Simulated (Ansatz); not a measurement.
Computed with Ansatz on PBE0-D4/def2-TZVP structures; ΔE is electronic, products minus reactants. CBS: MP2 limit from def2 TZ/QZ plus the TZ coupled-cluster correction, frozen cores. This one scheme is used for every species. DFT in def2-TZVPP. B3LYP here is the variant with VWN-RPA as its local correlation; programs differ in this. Elements past krypton have def2 core potentials. For In outer-core shells are correlated without core-valence functions, which leaves a few kJ/mol of doubt a bond. One conformer a species, not always the lowest.

Reaction (ligand exchange at the In–C bond): `O=[CH][InH2]` + `OBF` → `FB[O][InH2]` + `C=O`

`O=[CH][InH2]`:

Z-matrix (Å, degrees):
```
C
In 1 2.215
O 1 1.205 2 115.5
H 1 1.118 2 125.6 3 -180.0
H 2 1.724 1 118.8 3 -86.3
H 2 1.724 1 118.8 3 86.2
```

`OBF`:

```xyz
5

O    -0.218    0.870    0.452
B    -0.070   -0.404    0.047
F     0.634   -0.683   -1.048
H     0.224    1.507   -0.120
H    -0.570   -1.290    0.668
```

`FB[O][InH2]`:

Cartesian coordinates in Å:
```
F -1.425 -0.063 0.571
B -1.137 0.092 -0.775
O 0.132 0.127 -1.104
In 1.239 -0.076 0.627
H -2.079 0.179 -1.504
H 1.630 -1.708 0.910
H 1.639 1.447 1.274
```

`C=O`:

```xyz
4

C     0.004   -0.002   -0.003
O    -0.915    0.430    0.629
H    -0.136   -0.755   -0.804
H     1.047    0.326    0.178
```

```json
{"level": "LDA (SPW92)", "ΔE (kJ/mol)": "-72.6", "difference from CCSD(T)/CBS": "24.6"}
{"level": "PBE-D4", "ΔE (kJ/mol)": "-75.8", "difference from CCSD(T)/CBS": "21.4"}
{"level": "revPBE-D4", "ΔE (kJ/mol)": "-75.7", "difference from CCSD(T)/CBS": "21.5"}
{"level": "BLYP-D4", "ΔE (kJ/mol)": "-80.9", "difference from CCSD(T)/CBS": "16.3"}
{"level": "r2SCAN-D4", "ΔE (kJ/mol)": "-87.3", "difference from CCSD(T)/CBS": "9.9"}
{"level": "B97M-V", "ΔE (kJ/mol)": "-91.6", "difference from CCSD(T)/CBS": "5.6"}
{"level": "PBE0-D4", "ΔE (kJ/mol)": "-79.7", "difference from CCSD(T)/CBS": "17.5"}
{"level": "r2SCANh-D4", "ΔE (kJ/mol)": "-87.3", "difference from CCSD(T)/CBS": "9.9"}
{"level": "r2SCAN0-D4", "ΔE (kJ/mol)": "-87.3", "difference from CCSD(T)/CBS": "9.9"}
{"level": "BHLYP-D4", "ΔE (kJ/mol)": "-90.4", "difference from CCSD(T)/CBS": "6.8"}
{"level": "CAM-B3LYP-D4", "ΔE (kJ/mol)": "-89.1", "difference from CCSD(T)/CBS": "8.1"}
{"level": "ωB97X-V", "ΔE (kJ/mol)": "-91.1", "difference from CCSD(T)/CBS": "6.1"}
{"level": "ωB97M-V", "ΔE (kJ/mol)": "-88.7", "difference from CCSD(T)/CBS": "8.5"}
{"level": "PBE-QIDH", "ΔE (kJ/mol)": "-88.6", "difference from CCSD(T)/CBS": "8.6"}
{"level": "PBE", "ΔE (kJ/mol)": "-74.5", "difference from CCSD(T)/CBS": "22.7"}
{"level": "revPBE", "ΔE (kJ/mol)": "-72.6", "difference from CCSD(T)/CBS": "24.6"}
{"level": "BLYP", "ΔE (kJ/mol)": "-78.3", "difference from CCSD(T)/CBS": "18.9"}
{"level": "r2SCAN", "ΔE (kJ/mol)": "-87.0", "difference from CCSD(T)/CBS": "10.2"}
{"level": "PBE0", "ΔE (kJ/mol)": "-78.6", "difference from CCSD(T)/CBS": "18.6"}
{"level": "B3LYP", "ΔE (kJ/mol)": "-82.2", "difference from CCSD(T)/CBS": "15.0"}
{"level": "r2SCANh", "ΔE (kJ/mol)": "-87.0", "difference from CCSD(T)/CBS": "10.2"}
{"level": "BHLYP", "ΔE (kJ/mol)": "-88.5", "difference from CCSD(T)/CBS": "8.7"}
{"level": "CAM-B3LYP", "ΔE (kJ/mol)": "-87.9", "difference from CCSD(T)/CBS": "9.3"}
{"level": "LC-ωPBE", "ΔE (kJ/mol)": "-88.1", "difference from CCSD(T)/CBS": "9.1"}
{"level": "RPA@PBE/def2-TZVPP", "ΔE (kJ/mol)": "-93.8", "difference from CCSD(T)/CBS": "3.4"}
{"level": "HF/def2-SVP", "ΔE (kJ/mol)": "-96.9", "difference from CCSD(T)/CBS": "0.3"}
{"level": "MP2/def2-SVP", "ΔE (kJ/mol)": "-106.7", "difference from CCSD(T)/CBS": "-9.5"}
{"level": "CCSD/def2-SVP", "ΔE (kJ/mol)": "-101.4", "difference from CCSD(T)/CBS": "-4.2"}
{"level": "CCSD(T)/def2-SVP", "ΔE (kJ/mol)": "-101.1", "difference from CCSD(T)/CBS": "-3.9"}
{"level": "HF/def2-TZVPP", "ΔE (kJ/mol)": "-93.2", "difference from CCSD(T)/CBS": "4.0"}
{"level": "MP2/def2-TZVPP", "ΔE (kJ/mol)": "-96.6", "difference from CCSD(T)/CBS": "0.6"}
{"level": "SCS-MP2/def2-TZVPP", "ΔE (kJ/mol)": "-98.1", "difference from CCSD(T)/CBS": "-0.9"}
{"level": "CCSD/def2-TZVPP", "ΔE (kJ/mol)": "-92.2", "difference from CCSD(T)/CBS": "5.0"}
{"level": "CCSD(T)/def2-TZVPP", "ΔE (kJ/mol)": "-92.5", "difference from CCSD(T)/CBS": "4.7"}
{"level": "HF/def2-QZVPP", "ΔE (kJ/mol)": "-94.6", "difference from CCSD(T)/CBS": "2.6"}
{"level": "MP2/def2-QZVPP", "ΔE (kJ/mol)": "-99.9", "difference from CCSD(T)/CBS": "-2.7"}
{"level": "SCS-MP2/def2-QZVPP", "ΔE (kJ/mol)": "-100.9", "difference from CCSD(T)/CBS": "-3.7"}
{"level": "HF/CBS(def2)", "ΔE (kJ/mol)": "-94.8", "difference from CCSD(T)/CBS": "2.4"}
{"level": "MP2/CBS(def2)", "ΔE (kJ/mol)": "-101.4", "difference from CCSD(T)/CBS": "-4.2"}
{"level": "CCSD/CBS(def2)", "ΔE (kJ/mol)": "-97.0", "difference from CCSD(T)/CBS": "0.2"}
{"level": "CCSD(T)/CBS", "ΔE (kJ/mol)": "-97.2", "difference from CCSD(T)/CBS": "0"}
```

Largest T1 diagnostic among the species: 0.017.

From BLYP to BHLYP (50 % exact exchange), in def2-TZVPP and without D4, ΔE moves by −10.2 kJ/mol. At CCSD(T), def2-SVP lies −3.9 kJ/mol from the extrapolated value and def2-TZVPP +4.7 kJ/mol. Leaving LDA and LC-ωPBE aside and taking each functional with its dispersion term where it has one, the values spread over 15.9 kJ/mol, from B97M-V to revPBE-D4.
